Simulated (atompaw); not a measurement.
# Before and after: PAW (atompaw) potential for I

- Element: I
- Generator: atompaw 4.2.0.5
- Type: PAW
- Functional: PBE
- Relativity: scalar-relativistic
- Frozen core: [Kr]
- Valence charge: 17
- Reference configuration: 4d10 5s2 5p4.75 (charge +0.25)
- Partial waves: 5s (bound): rc 2.20 bohr; 5s channel at 3.4 Ry: rc 2.20 bohr; 5p (bound): rc 2.20 bohr; 5p channel at 2.9 Ry: rc 2.20 bohr; 4d (bound): rc 2.20 bohr; 4d channel at -0.05 Ry: rc 2.20 bohr
- Local potential: bessel scheme, radius 1.55 bohr
- Core correction: smooth core density matched at 1.95 bohr
- Augmentation charge: sinc compensation charge, radius 2.05 bohr; PAW radius 2.20 bohr; waves and projectors: custom rrkj vanderbiltortho

Change: local potential bessel scheme, radius 1.82 bohr.

Cutoffs: the cutoffs (Ry, on a coarse ladder) from which the occupation-weighted sum of valence levels, in a spherical-Bessel basis at the reference potential, stays within 10 and 1 mRy of its value at 400 Ry; they do not see the model core or the augmentation charge, which bear on the density cutoff.

Q: What does the change do?

A: The potential gets neither clearly harder nor softer (21 Ry and 35 Ry → 21 Ry and 35 Ry); the d channel sets the loose cutoff, while the largest relative change is in p, which becomes harder; neither file shows a bound ghost.

```tsv
quantity	base	changed
cutoff, loose	21 Ry	21 Ry
cutoff, tight	35 Ry	35 Ry
loose cutoff by channel (10 mRy a level)	s 6 Ry, p 6 Ry, d 18 Ry	s 6 Ry, p 8 Ry, d 18 Ry
bound ghosts	none	none
s: phases at 2.21 bohr within 0.05 rad from the reference energy up to (Ry; the scan ends near 5)	to the end of the scan	to the end of the scan
p: phases at 2.21 bohr within 0.05 rad from the reference energy up to (Ry; the scan ends near 5)	to the end of the scan	to the end of the scan
d: phases at 2.21 bohr within 0.05 rad from the reference energy up to (Ry; the scan ends near 5)	0.9	1.0
lowest overlap eigenvalue by channel	s 0.55, p 0.54, d 0.88	s 0.55, p 0.55, d 0.86
```

 The cutoffs see the waves, projectors and local potential, not the compensation charge or the core.
